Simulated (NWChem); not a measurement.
# CH4F2Si; SMILES FC(F)[SiH3]

```xyz
8

F     -0.1409    -1.1246     1.1006
C      0.3916    -0.5305     0.0000
F     -0.1409    -1.1246    -1.1006
Si    -0.0567     1.3405     0.0000
H      1.4786    -0.7382     0.0000
H      0.5212     1.9695    -1.2226
H      0.5212     1.9695     1.2226
H     -1.5411     1.4589     0.0000
```
Atoms are numbered in this order, from 1.

Computed with NWChem. Pople sets run with spherical d functions. The geometry was optimised at PBE0/def2-SVP. Vertical excitations in the gas phase; the lowest state need not have the same character in each row.

Order these by “lowest excitation, singlet (eV)”, lowest first: Hartree-Fock/6-31+G*, TDHF; B3LYP/6-31+G*, full TDDFT; BHandHLYP/6-31+G*, full TDDFT; PBE/6-31+G*, full TDDFT.

PBE/6-31+G*, full TDDFT (6.64), B3LYP/6-31+G*, full TDDFT (7.37), BHandHLYP/6-31+G*, full TDDFT (8.26), Hartree-Fock/6-31+G*, TDHF (9.37)
